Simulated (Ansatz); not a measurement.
Consider the cleavage of the Si–Al bond: `F[SiH2][AlH2]` + `O[Si](O)(O)O` → `O[Si](O)(O)O[SiH2]F` + `[AlH3]`.

Program: Ansatz. Geometries: PBE0-D4/def2-TZVP. ΔE: electronic, gas phase. CCSD(T)/CBS is the MP2 limit (def2-TZVPP, def2-QZVPP) plus CCSD(T) − MP2 in def2-TZVPP, frozen cores. This one scheme is used for every species. Functionals use def2-TZVPP. Each species was taken in one conformer, which may not be the lowest.

CCSD(T)/CBS gives -32.8 kcal/mol.

Q: Another level gave -32.9 kcal/mol. Which?
A. HF/def2-TZVPP
B. LDA (SPW92)/def2-TZVPP
C. LC-ωPBE/def2-TZVPP
D. RPA@PBE/def2-TZVPP

A: D. RPA@PBE/def2-TZVPP -32.9, HF/def2-TZVPP -38.0, LDA (SPW92) -27.0, LC-ωPBE -30.1 kcal/mol.

Largest T1 diagnostic among the species: 0.012.

From BLYP to BHLYP (50 % exact exchange), in def2-TZVPP and without D4, ΔE moves by −5.1 kcal/mol. Leaving LDA and LC-ωPBE aside and taking each functional with its dispersion term where it has one, the values, not all of them listed here, spread over 9.6 kcal/mol, from BHLYP-D4 to PBE-D4. LDA lies −1.8 kcal/mol from PBE without D4. In def2-TZVPP, CCSD(T) changes the Hartree–Fock value by +5.1 kcal/mol (the triples alone add +0.6 kcal/mol) and MP2 by +3.0 kcal/mol.
